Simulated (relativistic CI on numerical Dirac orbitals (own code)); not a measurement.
# W⁴⁺: O2,3 absorption edge

Computed with this model: Dirac-Coulomb-Breit CI, KLI orbitals optimised for each configuration, a model potential for QED, valence Slater integrals scaled by 0.8, multiplet model of core-to-valence dipole absorption; configurations [Xe] 4f14 5d2 → [Kr] 4d10 4f14 5s2 5p5 5d3; 10 K; Lorentzian 1.5 eV and Gaussian 0.3 eV FWHM. Energies are those of the free ion, without screening or charge transfer. The branching ratio is the share of the lower-energy edge in the whole absorption, uncertain by about 0.02 where the edges overlap. S is read from ⟨S²⟩ = S(S + 1).

Field parameters in Wybourne normalisation: Td as Oh with Dq negative (B⁴₀ = 21Dq, B⁴₄ = √(5/14) B⁴₀). The field is a parameter set, without covalency.

Computed curve for Td, 10Dq = -8550 cm⁻¹, scaled to 100 at the maximum (points under 2 are left out and the grid is thinned):

```
Energy (eV)  Intensity
      35.00        2.0
      35.50        2.3
      36.00        2.6
      36.50        2.9
      37.00        3.4
      37.50        4.2
      38.00        5.2
      38.50        6.8
      39.00        8.8
      39.50       10.7
      40.00       12.5
      40.50       15.2
      41.00       19.5
      41.50       27.0
      42.00       39.9
      42.50       59.5
      43.00       83.5
      43.50      100.0
      44.00       93.8
      44.50       84.3
      45.00       77.1
      45.50       65.0
      46.00       53.8
      46.50       51.4
      47.00       55.2
      47.50       52.6
      48.00       44.1
      48.50       37.1
      49.00       31.8
      49.50       31.5
      49.75       32.7
      50.25       38.6
      50.75       50.0
      51.25       67.3
      51.75       73.8
      52.25       71.3
      52.75       71.2
      53.25       75.8
      53.75       77.0
      54.25       72.4
      54.75       77.0
      55.25       75.0
      55.75       71.1
      56.25       74.0
      56.75       66.2
      57.25       55.0
      57.75       41.6
      58.25       28.6
      58.75       18.5
      59.25       12.8
      59.75        9.8
      60.25        7.7
      60.75        6.0
      61.25        4.8
      61.75        4.0
      62.25        3.4
      62.75        2.9
      63.25        2.6
      63.75        2.3
      64.25        2.1
```

The ground state has S = 0.98, and the centroid lies at 49.76 eV.
